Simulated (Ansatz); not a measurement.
Relaxation of AlCl2(OH) (AlCl₂OH) with RKS PBE0-D4/def2-TZVP.

```sh
$ ansatz run in.yaml --threads 4 --pin off --events-out ev --progress --plain --max-ram 3916MiB
```

```yaml
crystal:
  periodic: [false, false, false]
  atoms:
    - {symbol: Al, position_ang: [0.230780, 0.385800, -0.074320]}
    - {symbol: Cl, position_ang: [2.254930, 0.306210, -0.199310]}
    - {symbol: Cl, position_ang: [-0.812370, 2.114450, -0.277420]}
    - {symbol: O, position_ang: [-0.594660, -1.004120, 0.200170]}
    - {symbol: H, position_ang: [-1.078680, -1.802350, 0.350870]}
basis:
  gaussian: {orbitals: def2-TZVP}
hamiltonian: {xc: pbe0, dispersion: d4}
scf: {lower_state_search: "off"}
output: {orbitals: {seedname: orbitals}}
relax: {f_tol: 0.02, max_steps: 100}
```

It took 25 s on 4 threads of Intel Xeon Platinum 8375C on a shared host.

Positions (Å) and forces (eV/Å) at steps 1, 2, 3, 4, 7, 8, 9, 10, 11, 12, 13, 14, 16 of 16:

```xyz
5
step=1 energy=-33699.3768 eV
Al    0.231    0.386   -0.074   -0.570   -0.965    0.185
Cl    2.255    0.306   -0.199    0.913    0.092   -0.075
Cl   -0.812    2.114   -0.277   -0.362    0.851   -0.108
O    -0.595   -1.004    0.200   -0.031   -0.071    0.017
H    -1.079   -1.802    0.351    0.050    0.094   -0.018
5
step=2 energy=-33699.4274 eV
Al    0.215    0.359   -0.071   -0.080   -0.126    0.027
Cl    2.291    0.337   -0.206   -0.089    0.043   -0.002
Cl   -0.803    2.161   -0.285    0.081   -0.057    0.003
O    -0.610   -1.030    0.205    0.094    0.139   -0.026
H    -1.093   -1.827    0.356   -0.007    0.001   -0.002
5
step=3 energy=-33699.4292 eV
Al    0.210    0.352   -0.068   -0.046   -0.069    0.012
Cl    2.283    0.354   -0.208   -0.017   -0.001    0.002
Cl   -0.783    2.163   -0.287    0.007   -0.015    0.002
O    -0.613   -1.036    0.206    0.062    0.085   -0.015
H    -1.097   -1.833    0.357   -0.007    0.001   -0.001
5
step=4 energy=-33699.4293 eV
Al    0.210    0.351   -0.069   -0.011   -0.011    0.003
Cl    2.282    0.354   -0.208    0.001   -0.001    0.000
Cl   -0.783    2.161   -0.286   -0.001    0.001    0.000
O    -0.612   -1.035    0.206    0.017    0.007    0.000
H    -1.096   -1.831    0.357   -0.005    0.004   -0.002
5
step=7 energy=-33699.4295 eV
Al    0.211    0.349   -0.069    0.045    0.097   -0.017
Cl    2.283    0.354   -0.208   -0.006    0.004   -0.001
Cl   -0.787    2.157   -0.286    0.005   -0.003   -0.001
O    -0.603   -1.037    0.208   -0.026   -0.109    0.022
H    -1.104   -1.824    0.355   -0.018    0.012   -0.003
5
step=8 energy=-33699.4304 eV
Al    0.211    0.348   -0.069    0.028    0.062   -0.009
Cl    2.283    0.356   -0.209   -0.005    0.010   -0.003
Cl   -0.791    2.154   -0.285   -0.002   -0.003   -0.001
O    -0.586   -1.049    0.212    0.246    0.210   -0.038
H    -1.118   -1.809    0.351   -0.268   -0.280    0.051
5
step=9 energy=-33699.4365 eV
Al    0.221    0.337   -0.070    0.286    0.629   -0.108
Cl    2.294    0.366   -0.212   -0.046    0.020   -0.006
Cl   -0.811    2.131   -0.281    0.028   -0.028   -0.006
O    -0.537   -1.064    0.223   -0.492   -1.059    0.192
H    -1.167   -1.770    0.340    0.224    0.438   -0.072
5
step=10 energy=-33699.4816 eV
Al    0.239    0.330   -0.063   -0.075    0.044   -0.022
Cl    2.306    0.387   -0.217    0.006    0.014    0.004
Cl   -0.832    2.095   -0.277   -0.017    0.050   -0.002
O    -0.486   -1.117    0.218    0.161   -0.333    0.049
H    -1.228   -1.695    0.338   -0.074    0.225   -0.029
5
step=11 energy=-33699.5441 eV
Al    0.238    0.297   -0.061   -0.123   -0.116    0.023
Cl    2.295    0.426   -0.217    0.127   -0.029   -0.002
Cl   -0.833    2.065   -0.274   -0.106   -0.042    0.014
O    -0.416   -1.211    0.222    0.316    0.062   -0.030
H    -1.285   -1.577    0.330   -0.214    0.126   -0.005
5
step=12 energy=-33699.5588 eV
Al    0.248    0.291   -0.061   -0.079   -0.106    0.020
Cl    2.307    0.422   -0.215    0.056   -0.013   -0.001
Cl   -0.856    2.041   -0.271   -0.060   -0.062    0.014
O    -0.403   -1.224    0.222    0.268    0.079   -0.030
H    -1.296   -1.531    0.325   -0.185    0.101   -0.004
5
step=13 energy=-33699.5341 eV rejected
Al    0.293    0.247   -0.059    0.019    0.017   -0.006
Cl    2.350    0.447   -0.213   -0.035   -0.025    0.005
Cl   -0.917    1.931   -0.259    0.023   -0.063    0.010
O    -0.367   -1.278    0.225   -1.828    0.007    0.130
H    -1.358   -1.347    0.305    1.821    0.064   -0.140
5
step=14 energy=-33699.5744 eV
Al    0.275    0.276   -0.062   -0.019    0.044    0.001
Cl    2.336    0.417   -0.212   -0.029    0.010   -0.001
Cl   -0.903    1.981   -0.263    0.028   -0.041    0.002
O    -0.388   -1.234    0.226   -0.170   -0.125    0.024
H    -1.320   -1.440    0.311    0.190    0.112   -0.026
5
step=16 energy=-33699.5769 eV
Al    0.281    0.265   -0.060    0.004    0.004   -0.001
Cl    2.339    0.425   -0.212    0.000    0.002    0.000
Cl   -0.911    1.958   -0.260    0.001   -0.002    0.000
O    -0.384   -1.248    0.225   -0.004   -0.003    0.001
H    -1.325   -1.399    0.307   -0.001   -0.001    0.000
```
